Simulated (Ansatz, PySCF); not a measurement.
Ta(NH)(F)(OH)2 (FH3NO2Ta), SMILES [NH]=[Ta]([OH])([OH])[F], multiplicity 1.

Geometry: B3LYP-D3(BJ)/def2-SVP. The multiplicity is an assumed one; no other spin state was optimised. The structure was generated by enumeration; whether it is a known compound was not checked. The def2 effective core potentials stand for the cores of Ta; spin–orbit coupling is left out. Other conformers were not sampled.

Vertical ionisation energy (IE) and electron affinity (EA) in eV. Rows of orbital energies are one-electron estimates. Where ΔSCF, EOM or ADC give a negative EA the extra electron is unbound and the value depends on the basis.

| level | IE | EA |
|---|---|---|
| −ε(HOMO), −ε(LUMO), M06-2X/def2-TZVP (PySCF) | 9.33 | -0.16 |
| −ε(HOMO), −ε(LUMO), PBE/def2-TZVP (PySCF) | 6.46 | 1.10 |
| ΔSCF, PBE0/def2-SVPD (Ansatz), final states of multiplicity 2 and 2 | 10.05 | -0.75 |
| ΔSCF, PBE/def2-SVPD (Ansatz), final states of multiplicity 2 and 2 | 9.98 | -0.57 |

Question: What vertical singlet–triplet gap does ΔSCF give with PBE0/def2-SVPD (Ansatz, a quantum-chemistry and plane-wave program) and with PBE/def2-SVPD (Ansatz)? (Estimate from the structure and the level; the computed values follow.)

Answer: 5.00 and 5.30 eV (triplet above singlet where positive).
